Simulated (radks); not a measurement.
Task: Dipole-allowed excitations along the series with 12 electrons in [Ne] 3s2. Calculated with a radial shooting solver on a logarithmic mesh with Libxc functionals: scalar-relativistic Kohn-Sham, LDA (Slater exchange, Perdew-Wang correlation), spin-unpolarised, spherical densities, finite nucleus; Fermi nuclear charge, rms radius of each element as measured or else 0.836 A^(1/3) + 0.57 fm. Time-dependent linear response with the Hartree and adiabatic LDA kernel, continuum included through the Sternheimer equations, no spin-orbit coupling, so fine structure and intercombination lines are absent. Lines are the poles of the dipole polarisability below minus the highest occupied eigenvalue, found on a grid refined at the orbital gaps; the lowest seven at most are given, and weak or close lines can be missed. The first line takes the name of the lowest orbital gap if no other gap lies below it; otherwise a line is named after a gap within 0.6 % of it, if that gap stands alone.

| species | -e(HOMO) (eV) | lowest orbital gap (eV) | first line (eV) | f | static alpha (bohr^3) |
|---|---|---|---|---|---|
| Cl5+ | 89.546 | 3s-3p 14.539 | 18.686 (3s-3p) | 1.24 | 2.751 |
| Ar6+ | 116.18 | 3s-3p 16.712 | 21.388 (3s-3p) | 1.15 | 1.957 |
| K7+ | 145.94 | 3s-3p 18.898 | 24.093 (3s-3p) | 1.08 | 1.444 |
| Ca8+ | 178.81 | 3s-3p 21.104 | 26.811 (3s-3p) | 1.01 | 1.097 |
| Sc9+ | 214.80 | 3s-3p 23.336 | 29.551 (3s-3p) | 0.957 | 0.8531 |

Estimate the first line of S4+, its oscillator strength and the static polarisability.

Result: 15.976 eV (3s-3p), f = 1.34, alpha = 4.061 bohr^3.
